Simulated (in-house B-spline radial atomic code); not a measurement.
Values are calculated unless marked as measured or tabulated.
**Hot electrons crossing n-type InAs, n = 1.59e16 cm⁻³: losses to the electron gas**

For InAs the NSM archive of the Ioffe Institute lists m* = 0.023 m0, ε = 15.15 and an optical phonon energy of 30 meV.

The electrons form a uniform gas at zero temperature with Lindhard's dielectric function (RPA). An added electron of energy E, from the band bottom, collides once per mean free path λ, with 1/λ = (1/πE) ∫dω ∫dq/q Im(−1/ε(q, ω)), in atomic (or effective) units, with ω up to E − E_F and q between √(2E) ∓ √(2(E − ω)); electron-hole pairs and the plasmon pole are integrated apart. No exchange between the two electrons. One parabolic band and the static dielectric constant; phonons, their coupling to plasmons and impurity scattering are left out.

(1) Find the scales.

```
E − E_F (meV)  λ (nm)  share of plasmon losses  lifetime (fs)
           10     823                     0.00           1490
           13     416                     0.21            701
           16     306                     0.31            484
           20     276                     0.36            407
           25     273                     0.40            373
         32.1     285                     0.44            356
         40.1     307                     0.47            350
         60.1     369                     0.52            356
```

(2) Electrons are injected 25 meV above E_F into a base 30 nm thick. What share crosses without exciting the gas, and how long does the crossing take?

## Answers

(1) a* = 34.86 nm and Ha* = 2.727 meV, and this density means r_s = 0.708. k_F = 1.91916/r_s = 2.7107, so E_F = 10 meV, and the zero-temperature picture needs T well below 120 K. ω_p = √(3/r_s³) = 2.907 Ha* = 7.93 meV, 0.26 times the phonon energy. Plasmon emission opens at E − E_F = 12.1 meV.

(2) exp(−30/273) = 0.896. The speed is √(2E) = 5.071 in units of Ha* a*/ħ, or 0.732 nm/fs, so the transit takes 41 fs, against a lifetime of 373 fs. Optical phonons can't be emitted this near E_F; impurity scattering lowers the share further.
